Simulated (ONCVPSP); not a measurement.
# An all-electron radial function and its pseudo partner (gallium (Ga))

Columns: radius, all-electron u(r) and pseudo u(r) of the 3p shell (level -107.00 eV) of gallium in the configuration [Ne] 3s2 3p6 3d10 4s2; PBEsol, scalar-relativistic, ONCV scheme, ONCVPSP 4.0.1.

```tsv
r (bohr)	all-electron	pseudo
0.055	-0.4300	0.0328
0.110	-0.6929	0.1273
0.165	-0.5388	0.2739
0.220	-0.1567	0.4567
0.275	0.2757	0.6549
0.330	0.6591	0.8481
0.385	0.9530	1.0189
0.440	1.1510	1.1549
0.495	1.2633	1.2477
0.550	1.3063	1.2929
0.605	1.2986	1.2925
0.660	1.2549	1.2533
0.715	1.1877	1.1873
0.770	1.1066	1.1063
0.825	1.0186	1.0183
0.880	0.9287	0.9284
0.935	0.8402	0.8400
0.990	0.7555	0.7553
1.045	0.6758	0.6756
1.100	0.6020	0.6019
1.155	0.5343	0.5342
1.210	0.4728	0.4727
1.265	0.4173	0.4172
1.320	0.3675	0.3675
1.375	0.3230	0.3229
1.430	0.2835	0.2834
```

(1) How many radial nodes do the two functions have?

(2) At about which radius was the pseudo-wave matched?

(3) Where does each function peak?

(4) Is the pseudo-wave norm-conserving?

Answers

(1) The all-electron 3p function has n − l − 1 = 1; the pseudo-wave has 0, since the states of the same l below it are removed with the core.

(2) 0.75 bohr, where the columns begin to agree (steps of 0.06 bohr).

(3) Outermost all-electron maximum near 0.55 bohr, pseudo maximum near 0.55 bohr (to the table’s step).

(4) Yes: the ONCV scheme keeps the norm inside the radius equal to the all-electron one, which fixes the energy derivative of the logarithmic derivative at the level.
